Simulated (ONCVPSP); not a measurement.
## Reading a pseudo-wave (Sr)

Columns: radius, all-electron u(r) and pseudo u(r) of the 4d shell (level -1.14 eV) of strontium in the configuration [Ar] 3d10 4s2 4p6 4d0.5 5s1.5; LDA (Perdew-Wang 92), scalar-relativistic, ONCV scheme, ONCVPSP 4.0.1.

| r (bohr) | all-electron | pseudo |
| --- | --- | --- |
| 0.195 | -0.1466 | 0.0024 |
| 0.390 | -0.1773 | 0.0183 |
| 0.585 | -0.0534 | 0.0568 |
| 0.780 | 0.0996 | 0.1199 |
| 0.975 | 0.2326 | 0.2019 |
| 1.170 | 0.3342 | 0.2919 |
| 1.365 | 0.4060 | 0.3773 |
| 1.560 | 0.4536 | 0.4474 |
| 1.755 | 0.4829 | 0.4961 |
| 1.950 | 0.4986 | 0.5228 |
| 2.145 | 0.5048 | 0.5307 |
| 2.340 | 0.5042 | 0.5257 |
| 2.535 | 0.4989 | 0.5136 |
| 2.730 | 0.4905 | 0.4987 |
| 2.925 | 0.4800 | 0.4837 |
| 3.120 | 0.4681 | 0.4694 |
| 3.315 | 0.4553 | 0.4556 |
| 3.510 | 0.4418 | 0.4419 |
| 3.705 | 0.4280 | 0.4280 |
| 3.900 | 0.4140 | 0.4140 |
| 4.095 | 0.3998 | 0.3998 |
| 4.290 | 0.3855 | 0.3855 |
| 4.485 | 0.3712 | 0.3712 |
| 4.680 | 0.3570 | 0.3570 |
| 4.875 | 0.3429 | 0.3429 |
| 5.070 | 0.3290 | 0.3290 |

(1) How many radial nodes do the two functions have?

(2) At about which radius was the pseudo-wave matched?

(3) Is the pseudo-wave norm-conserving?

## Answers

(1) The all-electron 4d function has n − l − 1 = 1; the pseudo-wave has 0, since the states of the same l below it are removed with the core.

(2) 3.90 bohr. The columns agree to 0.0005 from 3.31 bohr on; several derivatives are matched, so the curves merge somewhat inside the radius.

(3) Yes: the ONCV scheme keeps the norm inside the radius equal to the all-electron one, which fixes the energy derivative of the logarithmic derivative at the level.
